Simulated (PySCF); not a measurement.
Record of a relaxation.

Species: Mo(OH)F5 (singlet state).
Bonds: Mo1–O2, Mo1–F4, Mo1–F5, Mo1–F6, Mo1–F7, Mo1–F8. Hydrogens: H3 on O2.

Computed by this run: PBE0-D3(BJ)/def2-SVP geometry optimisation, gas phase, def2 core potentials past Kr in PySCF; density fitting, grid level 1; the optimiser is geomeTRIC in internal coordinates, started from a GFN2-xTB structure with every atom displaced at random (about 0.03 Å). The frame can shift and turn from step to step; on so coarse a grid that alone can change the energy by a few meV, and forces under 0.02 eV/Å are noise.

Step 0: E = -17479.8539 eV, largest atomic force 9.976 eV/Å
```
atom  x, y, z in Å  |  force x, y, z in eV/Å
Mo1     0.087   -0.097   -0.286   -5.915   7.764  -2.060
O2     -0.126    0.076    1.412    0.025  -0.104   3.621
H3     -0.258    0.151    2.348   -0.188   0.214   0.795
F4      0.260   -0.125   -2.058   -0.096  -0.296  -2.538
F5      1.769   -0.056   -0.258    7.172   0.076   0.535
F6     -1.729    0.004   -0.505   -0.874  -0.281  -0.358
F7      0.080    1.719   -0.470    0.115   1.274  -0.083
F8      0.056   -1.757   -0.265   -0.240  -8.647   0.087
```

Step 1: E = -17481.0866 eV, largest atomic force 3.138 eV/Å
```
atom  x, y, z in Å  |  force x, y, z in eV/Å
Mo1     0.056   -0.080   -0.308   -1.682   2.583  -0.592
O2     -0.087    0.083    1.468   -0.458  -0.349   0.198
H3     -0.184    0.160    2.418   -0.033   0.113   0.268
F4      0.193   -0.121   -2.127    0.393  -0.227  -0.080
F5      1.836   -0.012   -0.134    1.456  -0.253  -0.296
F6     -1.764   -0.015   -0.628    0.309  -0.118   0.451
F7      0.079    1.761   -0.488   -0.059  -0.253   0.032
F8      0.010   -1.862   -0.286    0.073  -1.496   0.019
```

Step 2: E = -17481.1419 eV, largest atomic force 1.716 eV/Å
```
atom  x, y, z in Å  |  force x, y, z in eV/Å
Mo1     0.079   -0.065   -0.302   -0.903   1.426  -0.311
O2     -0.159    0.081    1.477    0.634  -0.262  -0.043
H3     -0.307    0.156    2.425   -0.059   0.066   0.053
F4      0.255   -0.115   -2.122   -0.379  -0.205   0.048
F5      1.896   -0.051   -0.311    0.295  -0.031   0.508
F6     -1.753    0.015   -0.490    0.274  -0.291  -0.359
F7      0.075    1.771   -0.489    0.160  -0.308   0.118
F8      0.053   -1.878   -0.272   -0.022  -0.395  -0.014
```

Step 3: E = -17481.2238 eV, largest atomic force 0.333 eV/Å
```
atom  x, y, z in Å  |  force x, y, z in eV/Å
Mo1     0.056   -0.040   -0.313   -0.042   0.330   0.004
O2     -0.124    0.068    1.472    0.029  -0.045   0.143
H3     -0.247    0.139    2.426    0.001   0.008  -0.043
F4      0.217   -0.121   -2.127    0.026  -0.076  -0.082
F5      1.880   -0.050   -0.219    0.091   0.044   0.007
F6     -1.753    0.000   -0.562   -0.170  -0.163  -0.015
F7      0.059    1.780   -0.484    0.128   0.114   0.032
F8      0.049   -1.862   -0.277   -0.062  -0.212  -0.046
```

Step 4: E = -17481.1886 eV, largest atomic force 0.444 eV/Å
```
atom  x, y, z in Å  |  force x, y, z in eV/Å
Mo1     0.046   -0.036   -0.316    0.146   0.080   0.056
O2     -0.125    0.064    1.471   -0.016  -0.102   0.083
H3     -0.246    0.137    2.425    0.006  -0.005  -0.022
F4      0.207   -0.132   -2.130   -0.026   0.073  -0.054
F5      1.873    0.025   -0.232    0.048  -0.422   0.031
F6     -1.767   -0.067   -0.555   -0.054   0.297  -0.035
F7      0.139    1.786   -0.444   -0.403   0.126  -0.137
F8      0.009   -1.863   -0.302    0.300  -0.047   0.079
```

Step 5: E = -17481.2216 eV, largest atomic force 0.239 eV/Å
```
atom  x, y, z in Å  |  force x, y, z in eV/Å
Mo1     0.052   -0.040   -0.314    0.012   0.238   0.018
O2     -0.124    0.069    1.472    0.011  -0.097   0.072
H3     -0.247    0.143    2.425    0.001   0.006  -0.019
F4      0.214   -0.130   -2.129    0.001   0.001  -0.040
F5      1.878   -0.011   -0.224    0.046  -0.209   0.018
F6     -1.760   -0.036   -0.560   -0.056   0.091  -0.018
F7      0.103    1.783   -0.465   -0.158   0.064  -0.058
F8      0.023   -1.865   -0.290    0.144  -0.094   0.028
```

Step 6: E = -17481.2295 eV, largest atomic force 0.190 eV/Å
```
atom  x, y, z in Å  |  force x, y, z in eV/Å
Mo1     0.052   -0.037   -0.314   -0.024   0.188   0.006
O2     -0.123    0.067    1.473    0.006  -0.055   0.026
H3     -0.244    0.139    2.426    0.000   0.003  -0.005
F4      0.215   -0.125   -2.129    0.008  -0.009  -0.012
F5      1.879   -0.031   -0.220    0.017  -0.073   0.001
F6     -1.761   -0.022   -0.562   -0.011  -0.009   0.004
F7      0.083    1.787   -0.471   -0.034   0.009  -0.016
F8      0.038   -1.863   -0.286    0.040  -0.054  -0.004
```

Step 7: E = -17481.2306 eV, largest atomic force 0.034 eV/Å
```
atom  x, y, z in Å  |  force x, y, z in eV/Å
Mo1     0.051   -0.029   -0.314    0.012   0.031   0.007
O2     -0.120    0.057    1.475   -0.004   0.015  -0.004
H3     -0.240    0.122    2.429    0.002  -0.007   0.000
F4      0.212   -0.113   -2.130    0.002  -0.009   0.001
F5      1.878   -0.036   -0.221   -0.007  -0.012  -0.005
F6     -1.763   -0.023   -0.560    0.003  -0.013   0.010
F7      0.075    1.795   -0.470   -0.009  -0.006   0.021
F8      0.046   -1.858   -0.292    0.003   0.001  -0.029
```

Step 8: E = -17481.2289 eV, largest atomic force 0.110 eV/Å
```
atom  x, y, z in Å  |  force x, y, z in eV/Å
Mo1     0.049   -0.025   -0.315    0.041  -0.099   0.024
O2     -0.116    0.051    1.475   -0.006  -0.077  -0.020
H3     -0.234    0.114    2.429    0.004  -0.005   0.001
F4      0.208   -0.098   -2.132   -0.007   0.097   0.011
F5      1.877   -0.046   -0.226   -0.025   0.066  -0.011
F6     -1.765   -0.029   -0.556    0.009  -0.029   0.005
F7      0.059    1.801   -0.434    0.046  -0.009  -0.073
F8      0.060   -1.856   -0.325   -0.060   0.056   0.063
```

Step 9: E = -17481.2306 eV, largest atomic force 0.043 eV/Å
```
atom  x, y, z in Å  |  force x, y, z in eV/Å
Mo1     0.051   -0.029   -0.314    0.014   0.002   0.014
O2     -0.120    0.059    1.475    0.000  -0.042  -0.006
H3     -0.240    0.126    2.428    0.002  -0.004   0.000
F4      0.212   -0.112   -2.131   -0.002   0.042   0.003
F5      1.878   -0.041   -0.223   -0.010   0.016  -0.005
F6     -1.763   -0.025   -0.559    0.002  -0.026   0.004
F7      0.070    1.795   -0.457    0.017  -0.005  -0.029
F8      0.051   -1.859   -0.303   -0.022   0.018   0.019
```

Step 10: E = -17481.2309 eV, largest atomic force under 0.02 eV/Å
```
atom  x, y, z in Å  |  force x, y, z in eV/Å
Mo1     0.050   -0.028   -0.314    0.013   0.000   0.007
O2     -0.119    0.056    1.475    0.001  -0.011  -0.004
H3     -0.240    0.121    2.429    0.002  -0.006   0.001
F4      0.211   -0.108   -2.131   -0.003   0.017   0.001
F5      1.878   -0.038   -0.223   -0.007   0.003  -0.003
F6     -1.763   -0.026   -0.558    0.000  -0.013   0.004
F7      0.072    1.796   -0.461    0.002  -0.002  -0.003
F8      0.049   -1.858   -0.300   -0.008   0.011  -0.004
```

**Question.** Summarise the path.

**Answer.** The energy falls by 31.76 kcal/mol from step 0 to step 10; nine tenths of that is first reached at step 2. It rises by more than 0.2 meV at steps 4 and 8. The largest force goes from 9.976 to under 0.02 eV/Å. Among the bonds Mo1–F8 changes most, from 1.661 to 1.829 Å; the atoms move by 0.085 Å rms after alignment.

**Question.** Follow the three bonds and two angles with the largest change from start to end.

**Answer.** 
| step | E above end (kcal/mol) | largest force (eV/Å) | Mo1–F8 (Å) | Mo1–F5 (Å) | Mo1–O2 (Å) | O2–Mo1–F4 (°) | F6–Mo1–F7 (°) |
| --- | --- | --- | --- | --- | --- | --- | --- |
| 0 | 31.76 | 9.976 | 1.661 | 1.683 | 1.720 | 174.9 | 85.9 |
| 1 | 3.33 | 3.138 | 1.784 | 1.790 | 1.789 | 176.1 | 87.7 |
| 2 | 2.05 | 1.716 | 1.813 | 1.818 | 1.801 | 176.3 | 86.8 |
| 3 | 0.16 | 0.333 | 1.822 | 1.827 | 1.797 | 178.9 | 88.1 |
| 4 | 0.98 | 0.444 | 1.828 | 1.830 | 1.798 | 179.6 | 93.3 |
| 5 | 0.21 | 0.239 | 1.826 | 1.828 | 1.798 | 179.1 | 90.8 |
| 6 | 0.03 | 0.190 | 1.827 | 1.829 | 1.799 | 179.3 | 89.9 |
| 7 | 0.01 | 0.034 | 1.829 | 1.830 | 1.799 | 179.6 | 89.9 |
| 8 | 0.05 | 0.110 | 1.831 | 1.830 | 1.799 | 179.7 | 89.9 |
| 9 | 0.01 | 0.043 | 1.830 | 1.830 | 1.799 | 179.6 | 89.9 |
| 10 | 0.00 | under 0.02 | 1.829 | 1.829 | 1.799 | 179.6 | 90.0 |

The cost below is that of the whole optimisation. Hardware: one thread, Arm Neoverse V1 (aarch64), no GPU, shared host with 32 logical CPUs at a one-minute load of 24. Cost: 93 s wall, 0.48 GiB resident at most.
